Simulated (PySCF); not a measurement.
# Continuum solvent and chemical shifts

Mapped SMILES: `[CH3:1][C@H:2]([CH:3]=[S:4])[C:5]([F:6])([F:7])[C:8]([F:9])([F:10])[F:11]`; H(Xn) means a hydrogen on atom n.

GIAO PBE0/pcSseg-1 in PySCF 2.14 on one PBE0-D3(BJ)/def2-SVP conformer, non-relativistic, equivalent nuclei averaged. Solvents enter as an IEF-PCM continuum (dichloromethane with ε = 8.9, water with ε = 78.4) around the gas-phase geometry. Shifts are referred to TMS, CS2, CFCl3 computed in the same medium.

In dichloromethane, δ in ppm: C3 270.3, C8 125.7, C5 119.1, C2 63.0, C1 15.3, S4 1043.3, F9/F10/F11 -94.9, F7 -134.1, F6 -147.0, H(C3) 11.06, H(C2) 3.43, H(C1) 1.58. Dipole moment 2.27 D.

Q: How does each δ change in the more polar medium?

A: 
| atoms | environment | Δδ, water |
| --- | --- | --- |
| C3 | thiocarbonyl carbon | +1.4 |
| C8 | CF3 carbon | +0.2 |
| C5 | fully substituted sp3 carbon bonded to 2 F | +0.2 |
| C2 | sp3 CH | +0.3 |
| C1 | methyl carbon | +0.1 |
| S4 | thione sulfur | -19.8 |
| F9/F10/F11 | fluorine of a CF3 group | +0.3 |
| F7 | fluorine of a CF2 group | +0.3 |
| F6 | fluorine of a CF2 group | +0.5 |
| H(C3) | hydrogen on a thiocarbonyl carbon | +0.02 |
| H(C2) | hydrogen on an sp3 CH | +0.04 |
| H(C1) | hydrogen on a methyl carbon | +0.02 |

Changes are relative to dichloromethane. The dipole moment becomes 2.36 D in water.

Q: Which of the listed nuclei move most (in ppm), and what does the model miss?

A: S4 (thione sulfur, -19.8 ppm) in water. A continuum only polarises the solute; specific hydrogen bonds, the anisotropy of aromatic solvents and changes of geometry or conformer are outside it.
